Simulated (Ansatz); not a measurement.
Relative stability

Two relaxed structures of SiH₂SeS, closed shell (PBE0-D4/def2-TZVP; forces vanish, vibrations not checked).

A:

```
5
angstrom
S -2.0743 0.2719 0.5267
Si -0.3841 -0.5429 0.0385
Se 1.5752 0.4663 -0.3328
H -0.1173 -1.9869 -0.1694
H 1.0005 1.7916 -0.0630
```

B:

```
5
angstrom
S 1.5157 0.4188 -0.3234
Si -0.3214 -0.5307 0.0246
Se -2.1295 0.3379 0.5465
H -0.0402 -1.9703 -0.1863
H 1.0182 1.6455 -0.0816
```

Program: Ansatz 0.2.0. Basis: def2-TZVPP. Cores are frozen in the correlated methods. Filled d shells of the heavier atoms are correlated. The def2 sets are not built for correlating such inner shells, so the correlated values are less sure here. B3LYP uses VWN-RPA correlation.

Problem. Which structure is lower at CCSD(T), and by how much? (An estimate is asked for; the value comes from the calculation.)

Solution. Computed: B, by 0.164 eV (electronic energy, against the other). By their contacts, A is SiH₂SeS ([S][SiH][SeH]) and B is SiH₂SeS ([SH][SiH][Se]).

All methods give the same order:

```
   method  E(B) − E(A) (eV)
   PBE-D4            -0.165
r2SCAN-D4            -0.167
  PBE0-D4            -0.179
 B3LYP-D4            -0.170
  wB97M-V            -0.170
       HF            -0.196
      MP2            -0.175
     CCSD            -0.166
  CCSD(T)            -0.164
```

T1 diagnostic: at most 0.014.

Labels in which every atom is bracketed show which atoms are joined, not bond orders.

For scale, one of the runs: CCSD(T)/def2-TZVPP, 160 basis functions, launched by `ansatz run in.yaml --threads 2 --pin off --events-out ev --progress --plain --max-ram 4352MiB`. Time: 19 s of wall clock on 2 CPU threads of an Intel Xeon; the host was shared. Peak host memory: 1.1 GiB.
